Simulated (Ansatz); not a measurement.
Basis-set extrapolation for CH$_{8}$AlFSi$_{2}$ (`C[SiH2][Al]([F])[SiH3]`) (PBE0-D4/def2-TZVP geometry, frozen core, Ansatz). Multiplicity 1, RHF reference.

```json
{"": "HF", "def2-TZVPP": "-961.915271", "def2-QZVPP": "-961.947092"}
{"": "MP2 correlation", "def2-TZVPP": "-0.755979", "def2-QZVPP": "-0.815967"}
{"": "CCSD(T) correlation", "def2-TZVPP": "-0.849721", "def2-QZVPP": "not run"}
```

Energies in hartree. Use E(X) = E(∞) + A·exp(−7.88·√X) for Hartree–Fock and E(X) = E(∞) + B·X^(−2.97) for correlation, with X = 3 and 4, and add CCSD(T) minus MP2 of the smaller set to the MP2 limit.

Question: What is the CCSD(T) energy at the basis-set limit?

Answer: HF limit: -961.947092 + (-0.031821) × 0.13774 = -961.95148. MP2 limit: -0.815967 + (-0.059988) × 0.74074 = -0.86040. Higher-order term: -0.849721 − (-0.755979) = -0.09374. Total: -962.90562 hartree, 3.83 eV below CCSD(T)/def2-TZVPP.
